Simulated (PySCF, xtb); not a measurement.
Si(F)3(GeH3) (F3GeH3Si), SMILES F[Si](F)(F)[GeH3].

xtb with GFN2-xTB at its own geometry gives an orbital gap of 6.35 eV and a dipole moment of 2.30 D.

Geometry optimised at ωB97X-D3(BJ)/def2-SVP. This is a generated structure with no PubChem entry under its InChIKey; it may be hypothetical.

**Question.** What does B3LYP/def2-TZVP in PySCF give? (An estimate is asked for; the answer gives what the named calculation found.)

**Answer.** gap 8.84 eV (levels -9.20 and -0.36 eV), dipole 2.24 D.
